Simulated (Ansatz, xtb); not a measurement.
# Two structures of Cl2H4Si3

Structure I: `Cl[Si][SiH2][SiH2]Cl`, a singlet. Structure II: a singlet given by its coordinates. Both are isolated molecules in the gas phase, relaxed with r2SCAN-D4/def2-SVP; the shapes shown needn't be the lowest conformers.

I (Å):

```yaml
atoms:
  - { symbol: Cl, position_ang: [0.9970, -0.2326, -1.2701] }
  - { symbol: Cl, position_ang: [1.2471, 3.4009, -1.1043] }
  - { symbol: Si, position_ang: [-0.2024, 1.2501, -2.2348] }
  - { symbol: Si, position_ang: [-1.4557, 1.6793, -0.1722] }
  - { symbol: Si, position_ang: [0.3718, 2.7771, 0.7673] }
  - { symbol: H, position_ang: [-1.8926, 0.4865, 0.6161] }
  - { symbol: H, position_ang: [-2.5824, 2.6607, -0.2848] }
  - { symbol: H, position_ang: [0.2105, 4.0371, 1.5488] }
  - { symbol: H, position_ang: [1.3904, 1.9157, 1.4277] }
```

II (Å):

```xyz
9

Cl    1.6278   -2.0286   -0.4271
Cl    1.1282    1.4942   -0.1432
Si   -1.7616   -1.2163    0.4630
Si   -0.2547   -1.3440   -1.3274
Si    1.5051    0.2104   -1.7939
H    -1.9940   -2.5686    1.0552
H    -1.1982   -0.3004    1.4944
H    -3.0596   -0.6752   -0.0445
H    -0.6030   -2.4169   -2.3115
```

Close contacts (Å): Cl1–Si4 2.20, Cl1–Si5 2.63, Cl2–Si5 2.12, Si3–Si4 2.34, Si4–Si5 2.39, Si3–H6 1.49, Si3–H7 1.49, Si3–H8 1.50, Si4–H9 1.50.

Question: Estimate which is lower in electronic energy at CCSD(T)/def2-SVP + ΔMP2/def2-TZVPP, and by roughly how much.

Answer: The CCSD(T)/def2-SVP + ΔMP2/def2-TZVPP calculation puts structure I lower, by 2.1 kcal/mol.

How the difference moves with the method:

```
                             level            geometry  E(II) − E(I) (kcal/mol)  departure from the last row (kcal/mol)  job, with rough time for the two
                r2SCAN-D4/def2-SVP  r2SCAN-D4/def2-SVP                      +1.9                                    −0.1                optimisation, 52 s
                       HF/def2-SVP  r2SCAN-D4/def2-SVP                      +4.0                                    +2.0           part of the CCSD(T) run
                      MP2/def2-SVP  r2SCAN-D4/def2-SVP                      +3.3                                    +1.2           part of the CCSD(T) run
                  CCSD(T)/def2-SVP  r2SCAN-D4/def2-SVP                      +3.2                                    +1.1                      single point
CCSD(T)/def2-SVP + ΔMP2/def2-TZVPP  r2SCAN-D4/def2-SVP                      +2.1                                                        single point, 20 s
```

None of the levels shown reverses the order. The largest departure from CCSD(T)/def2-SVP + ΔMP2/def2-TZVPP is that of HF/def2-SVP, 2.0 kcal/mol. Levels run at GFN2-xTB geometries aren't shown. The last row adds to CCSD(T) the change of the MP2 difference between the two basis sets, here −1.1 kcal/mol.

With harmonic frequencies from r2SCAN-D4/def2-SVP (ideal gas, rigid rotor, one conformer each, 1000 K, 1 atm): the zero-point term adds −0.3 kcal/mol; ΔH is +2.1 and ΔG −1.2 kcal/mol. The free energy reverses the electronic order.

The correlated steps freeze 25 core orbitals. Run with Ansatz 0.2.0; the last row on 2 threads of Intel(R) Xeon(R) 6975P-C (Granite Rapids) on a shared host.
